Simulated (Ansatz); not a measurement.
Ansatz (an electronic-structure program) input file for BBr₃, SMILES BrB(Br)Br (connectivity only; charge and spin as stated), charge +1, multiplicity 2, PBE/def2-SVPD. Geometry optimised at PBE-D3(BJ)/def2-SVP. The multiplicity is an assumed one; no other spin state was optimised. The isomer is the one that the SMILES or the coordinates give; other isomers of the formula were not compared.

Ansatz 0.2 input:
```yaml
crystal:
  periodic: [false, false, false]
  atoms:
    - {symbol: B, position_ang: [0.00000000, 0.00000000, 0.00000000]}
    - {symbol: Br, position_ang: [1.89468245, -0.00000000, -0.00000000]}
    - {symbol: Br, position_ang: [-0.94734123, -1.64084313, -0.00000000]}
    - {symbol: Br, position_ang: [-0.94734123, 1.64084313, -0.00000000]}
basis:
  gaussian:
    orbitals: def2-SVPD
hamiltonian:
  xc: {name: PBE}
total_charge: 1
magnetization: {spin_polarized: true, initial_magnetization: 1}
```

Output:

```
WARN ansatz: RAYON_NUM_THREADS=1 ignored (pool sized by the plan → 1); use --threads N
Functional definition: PBE
integrals: 0.11 GiB planned
1476 factors; their error is unknown
mean field: 0.66 GiB planned
mean field evaluation 1: about -210746.2692 eV, gradient 2.6e1 eV
mean field evaluation 2: about -210736.1451 eV, gradient 4.6e1 eV
mean field evaluation 4: about -210750.1132 eV, gradient 1.9e0 eV
mean field evaluation 8: about -210750.0639 eV, gradient 2.4e-2 eV
mean field evaluation 16: about -210750.0639 eV, gradient 2.9e-5 eV
mean field evaluation 32: about -210749.2360 eV, gradient 3.3e-5 eV
mean field evaluation 64: about -210749.5017 eV, gradient 7.6e0 eV
mean field evaluation 96: about -210749.2357 eV, gradient 1.2e-1 eV
mean field -210750.06387901 eV, -7744.9219960295 hartree, gradient 2.9e-5 eV, S^2 0.751243; 16 other end points of the search recorded, 0 dependent functions left out
reference -210750.06395662 eV, -7744.9219988817 hartree; 55, 54 occupied and 88, 89 virtual orbitals, 1476 factors
Total energy: -210750.06395662 eV, -7744.9219988817 hartree
```

The calculation finished and met its thresholds.
